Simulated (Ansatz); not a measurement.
```yaml
atoms:
  - { symbol: C, position_ang: [0.6707, 0.7778, -0.0078] }
  - { symbol: C, position_ang: [-0.6766, 0.7786, -0.0008] }
  - { symbol: C, position_ang: [-0.6666, -0.7840, 0.0099] }
  - { symbol: C, position_ang: [0.6586, -0.7816, -0.0035] }
  - { symbol: H, position_ang: [1.4471, 1.5461, 0.0030] }
  - { symbol: H, position_ang: [-1.4460, 1.5468, -0.0057] }
  - { symbol: H, position_ang: [-1.4389, -1.5436, 0.0022] }
  - { symbol: H, position_ang: [1.4378, -1.5448, -0.0045] }
```

Basis set: 6-31G* (spherical functions). Frozen core: 4 orbitals. Charge 0, multiplicity 1.

Computed with Ansatz (development build ahead of 0.2.0); each method stands on the lowest determinant of its kind that the runs found. Restricted open shells among the atoms or ions are ROHF, correlated in semicanonical orbitals with singles.

Problem. Give the atomization energy at this shape (free ground-state atoms in the same class of orbitals less the molecule, no zero-point energy) of singlet C4H4 by RHF-MP2, RHF.

Solution.

| method | atomization energy |
| --- | --- |
| RHF-MP2 | 766.56 kcal/mol |
| RHF | 588.65 kcal/mol |

Caution: in another basis set an unrestricted determinant lies well below.
